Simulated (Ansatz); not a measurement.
The first iterations of a band of H$_{8}$OSi$_{3}$ (12 atoms, charge 0, multiplicity 1).

Method: Ansatz 0.2.0, RHF/6-31G*.

* movable images: 5
* climbing image: yes
* spring: 5.0 eV/Å²
* optimiser: quadratic models (default)
* start path: through a guess of the saddle point
* force threshold: 0.03 eV/Å
* iteration limit: 60
* end points: relaxed

Initial state:

```xyz
12
Properties=species:S:1:pos:R:3
Si -0.019 -0.081 -0.056
O -0.002 -0.402 1.548
Si -0.306 -0.325 3.146
H -1.489 -1.142 3.471
H 0.854 -0.842 3.890
H -0.563 1.068 3.556
H 1.357 0.207 -0.507
H -0.836 1.123 -0.319
Si -0.891 -1.910 -1.250
H -2.272 -2.214 -0.816
H -0.913 -1.592 -2.695
H -0.061 -3.118 -1.049
```

Final state:

```xyz
12
Properties=species:S:1:pos:R:3
Si 0.349 0.194 -0.722
O 0.694 -0.309 1.326
Si -0.287 -0.395 2.711
H -0.789 -1.763 2.863
H 0.580 -0.042 3.846
H -1.370 0.568 2.528
H 1.630 -0.421 1.450
H -0.770 1.098 -0.272
Si -1.053 -1.707 -1.114
H -2.062 -1.978 -0.054
H -1.799 -1.516 -2.384
H -0.266 -2.959 -1.260
```

| iteration | highest image above the first end (eV) | largest band force component (eV/Å) |
| --- | --- | --- |
| 1 | 6.143 | 5.929 |
| 2 | 4.477 | 4.223 |
| 3 | 3.720 | 1.844 |
| 4 | 3.362 | 2.712 |
| 5 | 3.119 | 1.030 |
| 6 | 3.177 | 0.778 |
| 7 | 2.890 | 0.630 |
| 8 | 2.869 | 0.517 |
| 9 | 2.866 | 0.636 |
| 10 | 2.857 | 0.566 |
| 11 | 2.849 | 0.388 |
| 12 | 2.853 | 0.327 |
| 13 | 2.863 | 0.518 |
| 14 | 2.870 | 0.461 |
| 15 | 2.877 | 0.509 |
| 16 | 2.878 | 0.375 |
| 17 | 2.872 | 0.324 |

Task: Does the band converge within its limit, and where does its top end?

Result: It converged. It ended after 53 iterations with the highest image 2.837 eV above the first end. The highest image is an end point: on this band no image between the ends rises above it. Between wells the path still climbs a hump at image 4, 2.83 eV above the well before it. The orbitals stay closed-shell, which can raise the energy where a bond breaks towards radicals; this wasn't checked here.

The run took 9 min on 1 thread of Intel(R) Xeon(R) Platinum 8488C (Sapphire Rapids), with other jobs on the host, peak memory 0.18 GiB.
